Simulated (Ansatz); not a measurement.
Ansatz (a quantum-chemistry and plane-wave program) input (B3LYP/LANL2DZ): The .json file is the Basis Set Exchange's LANL2DZ.

Ansatz 0.2 input:
```yaml
crystal:
  periodic: [false, false, false]
  atoms:
    - {symbol: Ge, position_ang: [-0.00000000, -0.00000000, -1.67178758]}
    - {symbol: I, position_ang: [0.00000000, 0.00000000, 1.00938118]}
basis:
  gaussian:
    orbitals: LANL2DZ.json
hamiltonian:
  xc: {name: B3LYP}
magnetization: {spin_polarized: true, initial_magnetization: 1}
phonons: {temperatures: {t_min: 298.15, t_max: 298.15, t_step: 100}}
```

Task: Which harmonic wavenumbers does it give?

Result: 208 cm⁻¹ (unscaled; negative means imaginary).
